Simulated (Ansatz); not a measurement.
Harmonic frequencies (cm⁻¹) at PBE0-D4/def2-TZVP from Ansatz: 172, 600, 670, 820, 1123, 1219, 1434, 3147, 3234.

**Question.** Which molecule is it?
A. `FCBr`
B. `BrCBr`
C. `FCCl`
D. `BrCI`

**Answer.** B.
